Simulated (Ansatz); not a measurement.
CH$_{5}$GeIO, SMILES `C[O][GeH2][I]`, 9 atoms. Total charge 0; spin multiplicity 1. Correlated methods include outer-core shells of Ge, I, which these sets cover unevenly. Scalar relativity is left out up to krypton. I: def2 effective core potential. All runs use 4 threads of a server CPU on a shared host. Correlated methods freeze the cores.

(1) Give the basis size and wall time and peak host memory of each of these runs in Ansatz. RKS CAM-B3LYP-D4/def2-TZVPP energy; RKS ωB97M-V/def2-QZVPP energy; RKS PBE0-D4/def2-TZVP frequencies; RHF-MP2/def2-QZVPP energy; RKS PBE0-D4/def2-SVP energy; RHF-CCSD(T)/def2-SVP energy; RKS r2SCANh-D4/def2-TZVPP energy; RKS PBE0-D4/def2-TZVP relaxation (6 steps); RHF-CCSD(T)/def2-TZVPP energy; RKS r2SCAN0-D4/def2-TZVPP energy; RKS B97M-V/def2-TZVPP energy; RKS ωB97M-V/def2-SVP energy. (Best estimate.)

Answers

(1) Computed: Other jobs shared the machine, so times are rough.

```csv
level,job,functions,wall time,peak host memory (GiB)
RKS PBE0-D4/def2-SVP,energy,111,4.6 s,0.27
RKS ωB97M-V/def2-SVP,energy,111,12 s,0.39
RKS CAM-B3LYP-D4/def2-TZVPP,energy,230,12 s,0.73
RKS r2SCANh-D4/def2-TZVPP,energy,230,14 s,0.66
RKS r2SCAN0-D4/def2-TZVPP,energy,230,14 s,0.68
RKS B97M-V/def2-TZVPP,energy,230,17 s,0.39
RHF-CCSD(T)/def2-SVP,energy,111,29 s,0.62
RKS ωB97M-V/def2-QZVPP,energy,435,38 s,2
RHF-MP2/def2-QZVPP,energy,435,51 s,2.4
RKS PBE0-D4/def2-TZVP,relaxation (6 steps),190,80 s,0.55
RKS PBE0-D4/def2-TZVP,frequencies,190,5.3 min,0.55
RHF-CCSD(T)/def2-TZVPP,energy,230,5.7 min,4.6
```
